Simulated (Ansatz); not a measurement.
H2Mg (SMILES [MgH2]) moved off its minimum; all values from Ansatz (a first-principles code), cores frozen in correlated methods.
(charge 0, multiplicity 1)
```xyz
3

Mg    -0.06943     0.08077     0.06619
H     -0.01868    -0.00661    -1.66676
H      0.12049    -0.10739     1.71090
```

### Question
Give the forces (eV/Å), the total energy and the dipole at CCSD(T)/def2-TZVPPD.

### Answer

```csv
atom,Fx,Fy,Fz
Mg1,0.121,-0.149,-0.660
H2,-0.087,0.103,0.219
H3,-0.034,0.046,0.441
```
Energy -200.8034 hartree, dipole 0.90 D.
